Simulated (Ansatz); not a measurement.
`[CH3][Ta](=[NH])([OH])[Cl]`. The species carries charge 0 and has multiplicity 1. Ta takes the def2 core potential.

```xyz
10

C     0.031   -0.870   -1.203
Ta   -0.288    0.425    0.486
N     0.101   -0.603    1.859
O     1.025    1.801    0.373
Cl   -2.509    1.093    0.469
H     1.043   -1.284   -1.219
H    -0.668   -1.711   -1.150
H    -0.144   -0.332   -2.142
H     0.359   -1.115    2.686
H     1.052    2.597   -0.159
```

List the harmonic frequencies (cm⁻¹, unscaled) at PBE0-D4/def2-TZVP in Ansatz. (Estimate.)

Computed: 111, 134, 138, 163, 186, 207, 258, 357, 386, 502, 527, 556, 572, 649, 709, 1006, 1199, 1414, 1422, 3023, 3107, 3129, 3686, 3929.

Is this a minimum?

Yes, all 24 modes are real.

Give the ideal-gas thermochemistry at 298.15 K and 1 bar (rigid rotor, harmonic oscillator; point group C1, symmetry number 1).

Zero-point energy 163.7 kJ/mol; H(298) − E = 189.5 kJ/mol; entropy 390.6 J/(mol·K), of which translation 178.4, rotation 117.0, vibration 95.2; G(298) − E = 73.1 kJ/mol.

And at 400, 500, 600, 800 and 1000 K?


```csv
T (K),H − E (kJ/mol),S (J/mol/K),G − E (kJ/mol)
400,203.7,431.4,31.1
500,219.0,465.4,-13.7
600,235.2,494.9,-61.8
800,269.7,544.5,-165.9
1000,306.3,585.3,-279.0
```
